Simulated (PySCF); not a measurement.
# Si⁺: excitation energy

Si⁺ [Ne] 3s2 3p1 (2P) → Si⁺ [Ne] 3s2 3d1 (2D), as a difference of total energies. Calculation: PySCF 2.14, in aug-cc-pV(Q+d)Z with one added diffuse shell each of s, p, d, f, g type (8s7p6d4f3g, 114 functions); the non-relativistic Hamiltonian (point nucleus). Correlated levels: valence: [Ne] frozen. The calculations carry no spin-orbit coupling.

```tsv
method	excitation energy (eV)
UHF	8.994
LDA	8.224
PBE	8.139
r2SCAN	8.493
r2SCANh	8.563
M06	8.234
MP2 (valence)	8.746
SCS-MP2 (valence)	8.746
```

Question: Estimate what PBE0 gives.

Answer: 8.432 eV, closest to r2SCAN among the rows shown.

Question: Estimate what wB97M-V gives.

Answer: 8.402 eV, closest to r2SCAN among the rows shown.

Errors of the correlated levels include the incompleteness of this basis and the frozen core.

For comparison: 9.814 eV (measured; NIST levels, between the centres of gravity of the two terms).
